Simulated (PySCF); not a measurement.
GeF4, SMILES [F][Ge]([F])([F])[F]. Geometry: PBE-D3(BJ)/def2-SVP. The isomer is the one that the SMILES or the coordinates give; other isomers of the formula were not compared.

Calculation: PBE-D3(BJ)/def2-SVP run with PySCF.

Harmonic wavenumbers (cm⁻¹): 187, 187, 252, 252, 252, 680, 767, 767, 767. Rotational constants (GHz): 3.372, 3.372, 3.372; symmetry number 12.

Work out the zero-point energy and the ideal-gas rigid-rotor harmonic-oscillator thermochemistry at 298.15 K and 1 atm.

ZPE = ½ Σ hcν = ½ × 4111 cm⁻¹ = 5.88 kcal/mol. H − E(el) = 10.13 kcal/mol. Entropy in cal/(mol K): translation 40.90, rotation 21.59, vibration 10.70, total 73.20. G − E(el) = -11.69 kcal/mol. Cp = 19.93 cal/(mol K).
